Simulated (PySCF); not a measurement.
Simulation results for CH9AlGe2, AlGe2H9Si

Computed with PySCF 2.14.0. Calculation on a computer-drawn molecule: the log of a Hartree-Fock and frozen-core CCSD(T) single point meant for a local Hartree-Fock minimum, with one planted fault or none, to be diagnosed. Offsets are logged minus clean, where the clean run is the same molecule without the fault. The reference is restricted for singlets and unrestricted otherwise, and also for a bond in bohr or an excited solution. Adding or removing an electron swaps singlet and doublet. The excited solution moves the top pair (singlet) or top alpha electron (doublet) to the lowest empty orbital. Highest occupied and lowest empty are orbital energies over both spins, largest force is the largest gradient component, triples share is (T) over the correlation energy, the T1 limit is 0.02 restricted and 0.045 unrestricted, electrons count all cores, a negative frequency is imaginary (commonest isotopes), and the dipole is about the centre of nuclear charge; on germanium a core potential holds 10 electrons, which the energies leave out, and 3d is frozen in MP2 and coupled-cluster steps.

Common to all runs: meant charge 0; meant multiplicity 1; meant basis cc-pV(D+d)Z; meant basis and core potential on germanium cc-pVDZ-PP ECP10MDF; logged SCF converged yes; logged CC converged yes; logged SCF stable within its kind yes; possible faults no fault, one electron removed, one electron added, multiplicity raised by two, geometry at a saddle point, SCF held on an excited solution, minimal basis STO-3G, one bond length entered in bohr, all coordinates scaled.

(1) 
```xyz
13
formula=CH9AlGe2 logged_electrons=91 logged_basis_functions=128 logged_spin_squared=0.7613 logged_highest_occupied=-15.578 logged_lowest_empty=-7.6079 logged_largest_force=0.069058 logged_T1_diagnostic=0.015012 logged_D1_diagnostic=0.064985 logged_triples_share=0.027498 logged_dipole_magnitude=5.9527 logged_energy_HF=-871.44129 logged_energy_CCSD(T)=-871.92012 planted_fault=one_electron_removed HF_energy_offset_from_clean_run=199.5 CCSD(T)_energy_offset_from_clean_run=211.9
Al    -1.9536     0.9889    -0.9924
Ge    -0.7914    -0.2742     0.8439
C      0.2489     0.8982     2.0603
Ge     1.8129     1.7619     1.2472
H     -2.2330     0.3171    -2.3974
H     -2.4528     2.4705    -0.7412
H      0.1633    -1.3467     0.2833
H     -1.8267    -1.0355     1.6999
H      0.5853     0.3086     2.9172
H     -0.4157     1.6779     2.4428
H      2.4177     2.8135     2.1857
H      1.3988     2.4649    -0.0592
H      2.8875     0.7225     0.9066
```

Units: logged_highest_occupied, logged_lowest_empty in eV; logged_largest_force in hartree/bohr; logged_dipole_magnitude in debye; logged_energy_HF, logged_energy_CCSD(T) in hartree; HF_energy_offset_from_clean_run, CCSD(T)_energy_offset_from_clean_run in kcal/mol.

Drawn bonds:
| atom | other atom | order |
| --- | --- | --- |
| 1 | 2 | 1 |
| 2 | 3 | 1 |
| 3 | 4 | 1 |
| 1 | 5 | 1 |
| 1 | 6 | 1 |
| 2 | 7 | 1 |
| 2 | 8 | 1 |
| 3 | 9 | 1 |
| 3 | 10 | 1 |
| 4 | 11 | 1 |
| 4 | 12 | 1 |
| 4 | 13 | 1 |

(2) 
```xyz
13
formula=AlGe2H9Si logged_electrons=101 logged_basis_functions=137 logged_spin_squared=0.7668 logged_highest_occupied=-0.60325 logged_lowest_empty=6.2811 logged_largest_force=0.015672 logged_T1_diagnostic=0.014144 logged_D1_diagnostic=0.040258 logged_triples_share=0.027753 logged_dipole_magnitude=9.6617 logged_energy_HF=-1122.8398 logged_energy_CCSD(T)=-1123.31641
Al    -1.8017    -1.8012    -0.0578
Ge     0.1961    -1.1068    -1.4028
Si     1.1444     1.0060    -0.7118
Ge    -0.4000     2.8236    -1.0467
H     -3.2656    -1.5556    -0.6010
H     -1.6004    -2.4718     1.3598
H     -0.1458    -0.9778    -2.8983
H      1.3185    -2.1563    -1.2949
H      1.4805     0.9430     0.7338
H      2.3929     1.2854    -1.4634
H     -0.7433     2.9827    -2.5325
H     -1.7067     2.5432    -0.2870
H      0.1742     4.1492    -0.5331
```

Units: logged_highest_occupied, logged_lowest_empty in eV; logged_largest_force in hartree/bohr; logged_dipole_magnitude in debye; logged_energy_HF, logged_energy_CCSD(T) in hartree.

Drawn bonds:
| atom | other atom | order |
| --- | --- | --- |
| 1 | 2 | 1 |
| 2 | 3 | 1 |
| 3 | 4 | 1 |
| 1 | 5 | 1 |
| 1 | 6 | 1 |
| 2 | 7 | 1 |
| 2 | 8 | 1 |
| 3 | 9 | 1 |
| 3 | 10 | 1 |
| 4 | 11 | 1 |
| 4 | 12 | 1 |
| 4 | 13 | 1 |

Question: AlGe2H9Si (entry 2): planted fault?
Answer: one electron added

Further results for AlGe2H9Si (entry 2):

- HF energy offset from clean run: 0.1235 kcal/mol
- CCSD(T) energy offset from clean run: -10.41 kcal/mol
